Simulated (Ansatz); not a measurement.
Conformers of C₂H₇BO₃ (`COB(O)OC`), each relaxed with PBE0-D4/def2-TZVP in Ansatz. CBS adds the triple-zeta coupled-cluster correction to the MP2 limit.

Not all of them had a frequency check.

Conformer A:

Cartesian coordinates in Å:
```
C -1.336 1.554 0.495
O -0.206 0.731 0.294
B -0.347 -0.499 -0.271
O -1.581 -0.951 -0.648
O 0.745 -1.293 -0.465
C 2.028 -0.844 -0.082
H -2.058 1.078 1.164
H -1.837 1.777 -0.450
H -0.990 2.484 0.945
H -1.532 -1.830 -1.030
H 2.741 -1.628 -0.337
H 2.300 0.074 -0.608
H 2.075 -0.653 0.994
```

Conformer B:

```xyz
13

C    -1.693    0.384   -1.227
O    -0.809   -0.031   -0.206
B     0.516    0.269   -0.287
O     0.995    0.986   -1.349
O     1.384   -0.142    0.680
C     0.945   -0.870    1.808
H    -1.413   -0.046   -2.192
H    -2.691    0.039   -0.957
H    -1.703    1.472   -1.323
H     1.942    1.124   -1.279
H     1.698   -1.625    2.041
H    -0.013   -1.358    1.624
H     0.843   -0.201    2.667
```

Task: Which is lowest in electronic energy at CCSD(T)/CBS (frozen core, def2 sets), and by how much? (Best estimate.)

Result: Computed: A; B lies 0.9 kJ/mol higher. Gaps under about 2 kJ/mol don't settle the order.

Task: Give the energies relative to A (kJ/mol) with PBE-D4/def2-TZVPP, r2SCAN-D4/def2-TZVPP, PBE0-D4/def2-TZVPP, r2SCAN/def2-TZVPP, PBE0/def2-TZVPP, HF/def2-QZVPP, MP2/def2-QZVPP. (An estimate is asked.)

Result: Computed: 
```
               level    B
   PBE-D4/def2-TZVPP  0.5
r2SCAN-D4/def2-TZVPP  1.0
  PBE0-D4/def2-TZVPP  0.5
   r2SCAN/def2-TZVPP  1.0
     PBE0/def2-TZVPP  0.5
       HF/def2-QZVPP  1.3
      MP2/def2-QZVPP  0.9
```
